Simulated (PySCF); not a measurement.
Calculation: PySCF 2.14.0 with r2SCAN-D4/def2-TZVP. Isolated molecules, 0 K electronic values unless said otherwise. One relaxed conformer stands for a flexible species; it need not be the lowest. Excitations are Tamm–Dancoff values on a coarser integration grid. The basis has no diffuse functions, so Rydberg states are missing or too high.

Reference species (SMILES): `[OH][Ge]([OH])([OH])[F]` (neutral, multiplicity 1).

```json
{
  "HOMO–LUMO gap": "7.26 eV",
  "S1 excitation (TDA)": "7.34 eV",
  "brightest of the four lowest singlets (TDA)": "8.46 eV",
  "LUMO": "-1.10 eV"
}
```

After one change: the HOMO–LUMO gap rises by 0.03 eV; the S1 excitation (TDA) hardly moves; the brightest of the four lowest singlets (TDA) increases by 0.25 eV; the LUMO falls by 0.39 eV.

Problem. Which change was made? The new species is one of these.
(A) `[OH][Ge]([F])([F])[F]`
(B) `[OH][Ge]([OH])([F])[F]` (H–O–Ge–F torsion -85°, F–Ge–O–H torsion 30°)
(C) `[OH][Ge]([OH])([OH])[OH]`

Solution. B, `[OH][Ge]([OH])([F])[F]` (H–O–Ge–F torsion -85°, F–Ge–O–H torsion 30°)
